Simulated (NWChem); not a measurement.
Molecule: C3H10Si; SMILES CC(C)[SiH3]

Program: NWChem. Geometry: optimised at PBE0/def2-SVP. Level: PBE0/def2-SVP with SMD (1 M gas to 1 M solution), gas-phase geometry. Reactions with the solvent are ignored.

For solvent water:

| Item | Result |
|---|---|
| solvation free energy (kcal/mol) | 2.7 |
| cavity-dispersion-structure term (kcal/mol) | 3.6 |
| dipole in solution (D) | 1.12 |

Task: What are these values for solvent toluene?

Result: 
* **solvation free energy (kcal/mol)**: -2.0
* **cavity-dispersion-structure term (kcal/mol)**: -1.5
* **dipole in solution (D)**: 0.99
